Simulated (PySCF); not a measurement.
Compound: C4H13B2N.
InChI=1S/C4H13B2N/c1-4(2,3)7(5)6/h5-6H2,1-3H3

Torsions of this conformer, `[BH2:1][N:2]([BH2:3])[C:4]([CH3:5])([CH3:6])[CH3:7]`: B1–N2–C4–C5 179°.

The closed-shell ground state was solved at several levels (PySCF, density fitting, gas phase, non-relativistic). Isolated species at its PBE0-D3(BJ)/def2-SVP geometry, gas phase.

```
            level  basis functions  HOMO (eV)  LUMO (eV)  gap (eV)  dipole (D)
 wB97X-D/pcSseg-1              184     -10.42       0.82     11.24        1.85
      B3LYP/pcJ-1              319      -8.35      -1.31      7.04        1.88
wB97X-D/def2-SVPD              244     -10.42       0.79     11.21        1.83
```

**Question.** What might PBE0/pcSseg-1 (184 basis functions) give for the same quantities?

**Answer.** HOMO -8.50 eV, LUMO -1.09 eV, gap 7.41 eV, dipole 1.89 D.

**Question.** Over all these levels, which gives the widest orbital gap and which the narrowest?

**Answer.** wB97X-D/pcSseg-1 (range-separated hybrid) has the widest, 11.24 eV, and B3LYP/pcJ-1 (global hybrid, 20 % exact exchange) the narrowest, 7.04 eV. Functional and basis both differ between the two, so the spread mixes both effects.

**Question.** How far do the dipole and the HOMO energy spread over the levels?

**Answer.** The dipole runs from 1.83 to 1.89 D (mean 1.86 D) and the HOMO from -10.42 to -8.35 eV.
